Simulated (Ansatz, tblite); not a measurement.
Isomers of AlB₁₂⁻ (singlet), found by a short tight-binding search and relaxed with PBE-D4/def2-SVP in Ansatz.

The xTB rows come from tblite.

B: The restricted singlet is unstable towards broken spin symmetry in Hartree–Fock (as tested in another run); at PBE-D4/def2-TZVPD, r2SCAN-D4/def2-TZVPD, PBE0-D4/def2-TZVPD this wasn't settled.

Other spin states were run for one of them alone.

For B, a triplet lies 0.10 eV below this singlet at PBE0-D4/def2-TZVPD. The order below holds within this spin alone and isn't that of the ground states.

A:

```xyz
13

Al    1.057    0.766    1.137
B    -1.906   -0.069   -0.424
B    -1.285   -0.253    1.218
B    -0.072   -1.330    1.371
B     0.307   -1.677   -0.312
B    -0.910    1.061   -1.026
B     1.514    0.274   -1.526
B     1.771   -1.039   -0.682
B     0.614    1.566   -1.362
B    -1.235    1.287    0.688
B    -0.064    2.194    0.031
B    -1.282   -1.473   -0.058
B     1.491   -1.306    0.944
```

B:

```xyz
13

Al    1.797    2.136    0.036
B    -0.673   -0.799   -0.012
B     2.774    0.415    0.128
B    -1.813   -2.154   -0.038
B    -2.026    0.694   -0.127
B    -0.330   -2.591    0.057
B     1.088   -0.053    0.057
B    -0.236    1.064   -0.042
B    -2.494   -0.766   -0.118
B    -1.467    2.202   -0.135
B    -0.063    2.807   -0.074
B     2.417   -1.073    0.159
B     1.028   -1.882    0.110
```

Estimate their order by electronic energy at PBE0-D4/def2-TZVPD, counted from the lowest.

B (0.00) < A (0.50), in eV.

Do the other levels pick the same lowest one?

All that were run do. Energies above each level's lowest (eV):

```
               level     A     B
            GFN1-xTB  0.49  0.00
            GFN2-xTB  0.83  0.00
   PBE-D4/def2-TZVPD  0.32  0.00
r2SCAN-D4/def2-TZVPD  0.60  0.00
  PBE0-D4/def2-TZVPD  0.50  0.00
```
Point groups (tolerance 0.1 Å): A Cs, B C2v. Lower isomers may exist.
